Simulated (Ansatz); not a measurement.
Reaction (ligand exchange at the In–C bond): `[SiH3]B[CH2][InH2]` + `OBF` → `FB[O][InH2]` + `CB[SiH3]`

Calculated with Ansatz (gas phase, PBE0-D4/def2-TZVP geometries, no zero-point term in ΔE). CCSD(T)/CBS adds triple-zeta CCSD(T) − MP2 to the extrapolated MP2 energy (def2 sets, frozen cores). This one scheme is used for every species. DFT in def2-TZVPP. Elements past krypton have def2 core potentials. For In outer-core shells are correlated without core-valence functions, which leaves a few kJ/mol of doubt a bond. Each species was taken in one conformer, which may not be the lowest.

```tsv
level	ΔE (kJ/mol)
CAM-B3LYP-D4	-33.1
ωB97M-V	-18.7
PBE-QIDH	-11.6
MP2/def2-TZVPP	-6.3
```

(1) What does CCSD(T)/CBS give? (Best estimate.)

Largest T1 diagnostic among the species: 0.016.

## Answers

(1) The calculation gave: -12.4 kJ/mol. The listed levels differ from it by -20.7, -6.3, 0.8, 6.1 kJ/mol.

Leaving LDA and LC-ωPBE aside and taking each functional with its dispersion term where it has one, the values, not all of them listed here, spread over 26.4 kJ/mol, from CAM-B3LYP-D4 to PBE-D4. LDA lies +23.4 kJ/mol from PBE without D4. In def2-TZVPP, CCSD(T) changes the Hartree–Fock value by +50.1 kJ/mol (the triples alone add +7.8 kJ/mol) and MP2 by +58.0 kJ/mol. The D4 term adds +9.5 kJ/mol with B3LYP and +5.1 kJ/mol with PBE0; it sums over pairs of atoms, weighted by their polarisabilities, and B3LYP, whose exchange is more repulsive, gets the larger term.

B3LYP here is the variant with VWN-RPA as its local correlation; programs differ in this.
